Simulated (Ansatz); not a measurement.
`FC[SiH](F)CCl` and `OC[SiH](F)CF` differ in one atom or group.

Ansatz, PBE0-D4/def2-TZVP geometries, multiplicity 1. Each molecule was computed in one conformer, which needn't be the lowest.

```
                                                                                  property  `FC[SiH](F)CCl`
                                                         LUMO energy (PBE/def2-TZVPP) / eV            -1.14
                                                       LUMO energy (B3LYP/def2-TZVPP) / eV            -0.38
ideal-gas entropy at 298 K and 1 bar (rigid rotor, harmonic PBE0-D4/def2-TZVP) / J/(mol·K)              377
                                                       HOMO–LUMO gap (PBE/def2-TZVPP) / eV             5.85
                                          size of the dipole moment (B3LYP/def2-TZVPP) / D             1.05
                                                         HOMO energy (PBE/def2-TZVPP) / eV            -6.98
```

**Question.** What does the change do to each property? (Estimate.)

**Answer.** The calculation gave: 
| property | `OC[SiH](F)CF` | shift |
| --- | --- | --- |
| LUMO energy (PBE/def2-TZVPP) / eV | -1.04 | 0.10 |
| LUMO energy (B3LYP/def2-TZVPP) / eV | -0.37 | 0.01 |
| ideal-gas entropy at 298 K and 1 bar (rigid rotor, harmonic PBE0-D4/def2-TZVP) / J/(mol·K) | 375 | -2 |
| HOMO–LUMO gap (PBE/def2-TZVPP) / eV | 5.16 | -0.69 |
| size of the dipole moment (B3LYP/def2-TZVPP) / D | 1.25 | 0.20 |
| HOMO energy (PBE/def2-TZVPP) / eV | -6.20 | 0.78 |

The zero-point energy changes by 35.6 kJ/mol with +3 modes. Dipoles are sizes alone; their direction can turn. Modes under 60 cm⁻¹, often nearly free rotors, make the harmonic entropy too high.

B3LYP here is the variant with VWN-RPA as its local correlation; programs differ in this.
